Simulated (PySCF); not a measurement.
## Identify the compound

Molecular formula: C5H8F3PSi. Simulated spectra:

¹H NMR (500 MHz, computed): δ 4.37 (s, 3H), 2.51 (m, 2H), 2.06 (s, 3H).

¹³C{¹H} NMR (computed): δ 265.5 (C), 136.3 (C), 116.9 (C), 33.3 (CH2), 21.4 (CH3).

- σ from GIAO-PBE0/pcSseg-1
- GFN2-xTB structure
- code: PySCF 2.14.0 with density-fitted response routines
- one computed conformer, in vacuum, no relativistic terms, equivalent nuclei averaged

Referencing at the same level of theory: TMS for ¹H (31.72 ppm), ¹³C (186.93 ppm).

Question: What is the structure?

Answer: 
- 5 carbon signals for 5 carbons: no two carbons are equivalent.
- Carbon types of the structure: 3 × C, 1 × CH2, 1 × CH3, leaving 3 H on heteroatoms.
- δC 265.5: cumulene carbon.
- δC 136.3: CF3 carbon; 3 electronegative neighbours deshield it.
- δC 116.9: fully substituted alkene carbon; the olefinic region.
- δC 21.4: allylic methyl carbon; a saturated carbon with 1 carbon neighbour and no heteroatom attached.
- δH 4.37: hydrogen on a silicon bonded to C.
- δH 2.51: hydrogen on an sp3 CH2 bonded to P.
- δH 2.06: hydrogen on an allylic methyl carbon; allylic position.

The compound is SMILES CC([SiH3])=C=PCC(F)(F)F.

The data come from this structure; uniqueness wasn't tested.

Splittings by ¹⁹F and ³¹P in the carbon and heteronuclear signals aren't shown, as no couplings were computed. Shifts are as computed. Against solution values, carbons near 30 ppm lie about +3 ppm off and those near 130 ppm about +5 ppm. Of 1211 compounds with measured shifts, 218 miss one by over three times the rms of a fit or turn the order of signals round; such compounds aren't used in these exercises. Multiplicities follow the n + 1 count of equivalent neighbours, as no J values were calculated; m marks all less simple cases, F and P coupling included.
